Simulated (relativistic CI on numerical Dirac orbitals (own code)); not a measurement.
## Hyperfine structure of I45+, mass number 127

Calculated at this level of theory: Dirac-Coulomb-Breit CI, KLI orbitals optimised for each configuration, a model potential for QED, unscaled Slater integrals (own radial code, finite nucleus).

CI space (outside the closed core 1s2): 2s2.2p4, 2s.2p5, 2p6, 2p5.3s, 2p5.3p, 2p5.3d, 2s2.2p3.3s, 2s2.2p3.3p, 2s2.2p3.3d, 2s.2p4.3s, 2s.2p4.3p, 2s.2p4.3d, 2s2.2p3.4s, 2s2.2p3.4p, 2s2.2p3.4d, 2s2.2p3.4f. Levels of other configurations are missing.

Nuclear spin I = 5/2, μ = 2.8087 μN, Q = -0.688 b (tables of Stone and Pyykkö). The electronic factors are computed for point nuclear moments, without core polarisation or the Bohr-Weisskopf and QED corrections.

| Level | E (Ry) | A (GHz) | B (GHz) |
| --- | --- | --- | --- |
| 2s2.2p4 3P_2 | 0.0000 | 310.4 | -47.9 |
| 2s2.2p4 3P_1 | 22.5755 | -117.2 | 182 |
| 2s2.2p4 1D_2 | 23.8002 | 754.1 | 413 |
| 2s.2p5 3P°_2 | 41.2819 | 1856 | 363 |
| 2s.2p5 1P°_1 | 45.1177 | -1147 | 101 |
| 2s.2p5 3P°_1 | 66.7888 | 4182 | 81.4 |

Levels with J = 0, under 50 % of one LS term, or S terms without an open s electron are left out. Small factors come from cancelling terms and can be off by tens of per cent or more.

At this charge energies of transitions that change n are usually good to better than 1 %, and those within a shell (Δn = 0) to a few per cent.

Give the hyperfine levels of 2s2.2p4 3P_2 relative to its centre of gravity.

With K = F(F + 1) − I(I + 1) − J(J + 1), E = AK/2 + B[¾K(K + 1) − I(I + 1)J(J + 1)]/[2I(2I − 1)J(2J − 1)]: F = 1/2: -2207, F = 3/2: -1719, F = 5/2: -919.4, F = 7/2: 175.6, F = 9/2: 1540 GHz.

LS names give the leading component of a level, which can be under half, so a name can repeat, a term be missing and a line seem to break the LS rules.
